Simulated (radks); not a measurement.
Valence configurations of Tl IV (all share [Xe]). Calculated with a radial shooting solver on a logarithmic mesh with Libxc functionals: Dirac Kohn-Sham, PBE, spin-unpolarised, spherical densities, point nucleus; open shells are shared between the two j in proportion to 2j + 1. Energies are relative to 4f14 5d10; eigenvalues in eV.

valence           E (eV)  e(4f5/2)  e(4f7/2)  e(5d3/2)  e(5d5/2)  e(6p1/2)
4f14 5d10          0.000   -145.61   -141.01   -45.687   -43.380         -
4f14 5d9.5 6s0.5   4.844   -147.86   -143.26   -47.290   -44.934         -
4f14 5d9 6s1      10.081   -150.15   -145.55   -48.909   -46.503         -
4f14 5d9 6p1      20.917   -151.81   -147.21   -50.401   -47.974   -28.443
4f14 5d8 6s2      21.760   -154.84   -150.24   -52.183   -49.676         -
4f14 5d8 6p2      44.564   -158.09   -153.49   -55.081   -52.533   -30.484
4f13 5d10 6s1     115.70   -163.27   -158.54   -50.871   -48.300         -
4f13 5d10 6p1     126.70   -164.94   -160.20   -52.389   -49.798   -28.749
4f13 5d9 6s1 6p1  140.36   -169.75   -165.01   -55.760   -53.067   -29.983
4f12 5d10 6p2     270.83   -184.97   -180.09   -59.327   -56.448   -31.129

NIST lists [Xe] 4f14 5d10 as the ground configuration; this level of theory agrees among the configurations tried. The energies are those of spherical spin-averaged densities, not of single terms.
